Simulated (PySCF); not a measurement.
**Frontier orbitals and the lowest excitations**

Species: C₆H₁₃N.
Geometry (GFN2-xTB, Å), atoms numbered from 1 in this order:
```
atom  x, y, z in Å
C1     2.9699    0.3558   -0.5229
C2     1.6818    0.5890    0.2529
N3     0.6804   -0.3908   -0.1244
C4    -0.5633   -0.2533    0.5946
C5    -1.6335   -1.2989    0.2395
C6    -2.6509   -0.1668    0.0369
C7    -1.5020    0.8511    0.0693
H8     3.6994    1.1251   -0.2833
H9     2.7679    0.3786   -1.5902
H10    3.3941   -0.6147   -0.2731
H11    1.2789    1.5775    0.0135
H12    1.8921    0.5703    1.3392
H13    1.0512   -1.3271    0.0170
H14   -0.4104   -0.1709    1.6858
H15   -1.8684   -2.0321    1.0085
H16   -1.3876   -1.8120   -0.6873
H17   -3.2309   -0.2052   -0.8823
H18   -3.3310   -0.0590    0.8796
H19   -1.2028    1.1773   -0.9233
H20   -1.6398    1.7169    0.7129
```

Theory: TDDFT PBE0/def2-SVPD, vertical, gas phase, core orbitals frozen in the response (PySCF).

Frontier orbitals with the atoms that hold most of them (Löwdin shares over 4%, at most four atoms; ? is withheld):

```csv
orbital,ε (eV),atoms
HOMO-3,-8.96,"C6 18%, C5 13%, C7 13%, H18 11%"
HOMO-2,-8.62,"C6 18%, C4 16%, C5 15%, C7 14%"
HOMO-1,-8.43,?
HOMO,?,?
LUMO,0.84,"C1 14%, C2 13%, H13 9%, H12 8%"
LUMO+1,1.14,"C6 20%, H18 12%, H17 9%, C7 8%"
LUMO+2,1.35,"H11 10%, H15 9%, H19 9%, C7 8%"
```

**Question.** Which atoms hold the HOMO-1, and with what shares?

**Answer.** C5 (bonded to 2 C and 2 H) 22%; C7 (bonded to 2 C and 2 H) 18%; C4 (bonded to 2 C, N and H) 17%; C6 (bonded to 2 C and 2 H) 12%.

**Question.** Give the leading atoms of the HOMO.

**Answer.** N3 (bonded to 2 C and H) 56%; C4 (bonded to 2 C, N and H) 10%; C2 (bonded to C, N and 2 H) 9%; H14 (bonded to C) 5%. By element: nitrogen 56%, carbon 19% or more, hydrogen 5% or more.

**Question.** What is the HOMO energy, and the HOMO–LUMO gap?

**Answer.** ε(HOMO) = -6.36 eV; the gap is 7.20 eV (0.2648 hartree).

**Question.** The HOMO–LUMO gap is 7.20 eV. Where does the response calculation put the lowest singlet, and from which orbitals?

**Answer.** S1 is at 5.98 eV (f = 0.0082), 1.22 eV below the gap, made of HOMO→LUMO (92%). 

**Question.** One configuration dominates each of S1 and S2. Which, and how do the shares of the two leading atoms of either orbital change from the occupied to the empty one?

**Answer.** 
- S1 (5.98 eV, f 0.0082), HOMO→LUMO (92%): N3 56% → at most 8%, C4 10% → at most 8%, C1 at most 6% → 14%, C2 9% → 13%
- S2 (6.55 eV, f 0.022), HOMO→LUMO+1 (73%): N3 56% → at most 8%, C4 10% → at most 8%, C6 at most 6% → 20%, H18 at most 6% → 12%

One conformer stands for the species.
